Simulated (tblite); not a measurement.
Compound: C3H7NOSi.
Numbering: `[O:1]=[CH:2][NH:3][C@@H:4]1[CH2:5][SiH2:6]1` (hydrogens: H7 on C2; H8 on N3; H9 on C4; H10, H11 on C5; H12, H13 on Si6)

Computed geometry: GFN2-xTB, gas phase.

Some entries are withheld.

```
coordinate    value
     O1=C2  1.212 Å
     C2–N3        ?
     N3–C4  1.429 Å
     C4–C5        ?
    C5–Si6        ?
    C4–Si6  1.897 Å
     C2–H7  1.104 Å
     N3–H8  1.010 Å
     C4–H9  1.087 Å
    C5–H10  1.082 Å
    C5–H11  1.082 Å
   Si6–H12  1.456 Å
   Si6–H13  1.444 Å
  O1–C2–N3        ?
  C2–N3–C4        ?
  N3–C4–C5   117.2°
 N3–C4–Si6   119.8°
 C5–C4–Si6    65.8°
 C4–C5–Si6    66.2°
 C4–Si6–C5        ?
```

Fill in the missing values.

- C2–N3 = 1.336 Å, drawn single (amide carbonyl carbon to amide nitrogen); 0.10 Å below the sum of covalent radii, 1.44 Å.
- C4–C5 = 1.541 Å, drawn single (sp3 carbon bound to nitrogen to sp3 carbon bound to silicon); 0.02 Å above the sum of covalent radii, 1.52 Å.
- C5–Si6 = 1.893 Å, drawn single (sp3 carbon bound to silicon to SiH2 silicon); 0.02 Å above the sum of covalent radii, 1.87 Å.
- O1–C2–N3 = 124.7°, at the amide carbonyl carbon; the outer atoms are 2.257 Å apart.
- C2–N3–C4 = 121.2°, at the amide nitrogen; the outer atoms are 2.408 Å apart.
- C4–Si6–C5 = 48.0°, at the SiH2 silicon, inside a 3-membered ring; the outer atoms are 1.541 Å apart.

Radii are Cordero's, carbon taken as 0.76, 0.73 or 0.69 Å for four, three, and two or fewer neighbours.

Its GFN2-xTB frequencies are all real (lowest 35 cm⁻¹). One conformer, not necessarily the lowest (O1–C2–N3–C4 1°, C2–N3–C4–C5 100°).
